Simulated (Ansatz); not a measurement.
Relaxation of CH$_{6}$ClNSi$_{2}$ (11 atoms, charge 0, multiplicity 1), to a largest force component of 0.02 eV/Å in at most 40 steps.

These are results of Ansatz 0.2.0, UKS B3LYP-D4/STO-3G, not measurements.

```xyz
11
Properties=species:S:1:pos:R:3:forces:R:3
Si -0.928 0.922 -1.029 -2.69 3.17 -1.95
C 0.508 0.058 -0.382 1.41 2.65 0.60
N 0.436 -1.350 -0.087 0.13 -5.10 -1.74
Si 0.317 -0.447 1.355 -6.07 0.17 2.09
Cl 1.937 -0.735 2.433 3.13 -0.32 2.34
H -0.887 1.137 -2.515 0.03 -0.39 1.21
H -2.229 0.304 -0.684 0.97 0.10 -0.09
H -0.966 2.342 -0.447 0.21 -1.84 -0.57
H 1.476 0.514 -0.577 0.55 0.23 -0.47
H 1.402 -1.766 -0.003 0.46 -0.14 -1.19
H -1.001 -1.035 1.954 1.86 1.45 -0.23
```

Task: Where does it end, and by what steps?

Result: The forces met the threshold. Limits of this set-up: minimal basis. After 9 steps the energy has fallen by 1.648 eV; H10 moved furthest, 0.42 Å.

```csv
step,energy less start (eV),largest force component (eV/Å),accepted
0,0.0000,6.069,yes
1,-1.3618,2.319,yes
2,-1.6062,0.480,yes
3,-1.6242,0.296,yes
4,-1.6458,0.053,yes
5,-1.6470,0.032,yes
6,-1.6474,0.026,yes
7,-1.6478,0.021,yes
8,-1.6481,0.028,yes
9,-1.6482,0.016,yes
```

```xyz
11
Properties=species:S:1:pos:R:3
Si -0.975 1.012 -1.072
C 0.437 0.161 -0.184
N 0.403 -1.433 -0.245
Si 0.301 -0.730 1.405
Cl 1.995 -0.738 2.650
H -0.802 0.922 -2.504
H -2.225 0.393 -0.698
H -1.007 2.406 -0.690
H 1.425 0.595 -0.398
H 1.417 -1.724 -0.423
H -0.903 -0.921 2.180
```

Whether the end is a true minimum wasn't checked by a vibrational analysis.

The run took 51 s on 1 thread of Arm Neoverse V1, on a shared host, peak memory 0.17 GiB.
